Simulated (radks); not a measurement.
Task: The mean radii <r> (bohr) of the occupied orbitals of an atom or ion are listed with their occupations. Method: scalar-relativistic Kohn-Sham, SCAN, spin-polarised, spherical densities, finite nucleus; meta-GGA in the generalised Kohn-Sham scheme; Fermi nuclear charge, rms radius of each element as measured or else 0.836 A^(1/3) + 0.57 fm; computed with a radial shooting solver on a logarithmic mesh with Libxc functionals.

orbital  occ.      <r>
1s up       1  0.02781
1s down     1  0.02781
2s up       1   0.1198
2s down     1   0.1197
2p up       3   0.1048
2p down     3   0.1047
3s up       1   0.3207
3s down     1   0.3207
3p up       3   0.3190
3p down     3   0.3188
3d up       5   0.2955
3d down     5   0.2954
4s up       1   0.7374
4s down     1   0.7371
4p up       3   0.7758
4p down     3   0.7762
4d up       5   0.8436

Name the element and its charge. Open shells, if any, are filled with parallel spins first.

Result: Z = 52, tellurium, charge +11: Te11+ in [Kr] 4d5. The 1s radius gives Z: for a bare nucleus <r> = (2 gamma + 1)/(2Z) with gamma = sqrt(1 - (Z/c)^2), 0.02741 bohr for Z = 52, and screening makes it slightly larger (0.02781 here). The occupations add up to 41, and the charge is Z minus that.
